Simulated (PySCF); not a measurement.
VF₄, SMILES [F][V+]([F])([F])[F], charge +1, multiplicity 1. Heavy atoms are numbered as in [V+:1]([F:2])([F:3])([F:4])[F:5].

The structure is a stationary point at PBE0-D3(BJ)/def2-SVP. The multiplicity is an assumed one; other spin states were not compared. The isomer is the one that the SMILES or the coordinates give; other isomers of the formula were not compared.

All values below come from PBE0/pcSseg-1 run with PySCF.

GIAO shieldings, no solvent; atoms alike by connectivity are averaged. δ = σ(ref) − σ: ¹⁹F against CFCl3 (σ = 167.2 ppm), references at their B3LYP-D3(BJ)/def2-TZVP geometries, non-relativistic.

Computed chemical shifts:
```json
[
 {"nucleus": "¹⁹F", "atoms": "F2", "count": "4", "δ (ppm)": "754.7"}
]
```
